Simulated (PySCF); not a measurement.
Gas-phase reaction: ZrCl4 + 2 O → ZrO2 + 2 Cl2

Method: PySCF energies plus ideal-gas RRHO corrections (1 bar). † marks an energy on the PBE0/def2-TZVP geometry and frequencies; other levels use their own. MP2 and CCSD(T) freeze the core. Open shells (unrestricted): O (multiplicity 3); the rest are closed-shell singlets. Spin-orbit splitting is ignored; it lowers the true energy and changes the entropy of O. B3LYP is the form with VWN-RPA correlation. Zr: scalar-relativistic def2 core potential, no spin-orbit coupling. MP2 isn't extrapolated to the basis-set limit. CCSD(T) isn't extrapolated to the basis-set limit. Warning, large T1 diagnostic: ZrO2 (CCSD(T)/def2-SVP†).

```json
[
 {"level": "B3LYP/def2-TZVP†", "ΔH°(298 K), kJ": "?"},
 {"level": "BLYP/def2-TZVP†", "ΔH°(298 K), kJ": "-4"},
 {"level": "CCSD(T)/def2-SVP†", "ΔH°(298 K), kJ": "247"},
 {"level": "MP2/def2-SVP†", "ΔH°(298 K), kJ": "162"},
 {"level": "MP2/def2-TZVPP†", "ΔH°(298 K), kJ": "?"},
 {"level": "PBE/def2-SVP", "ΔH°(298 K), kJ": "?"},
 {"level": "PBE0/def2-TZVP", "ΔH°(298 K), kJ": "112"},
 {"level": "r2SCAN/def2-TZVP†", "ΔH°(298 K), kJ": "110"},
 {"level": "LDA/def2-TZVP†", "ΔH°(298 K), kJ": "-147"},
 {"level": "ωB97X-V/def2-TZVP†", "ΔH°(298 K), kJ": "?"}
]
```

Fill in the missing entries.


- B3LYP/def2-TZVP†, ΔH°(298 K), kJ: 91
- MP2/def2-TZVPP†, ΔH°(298 K), kJ: 54
- PBE/def2-SVP, ΔH°(298 K), kJ: 34
- ωB97X-V/def2-TZVP†, ΔH°(298 K), kJ: 123
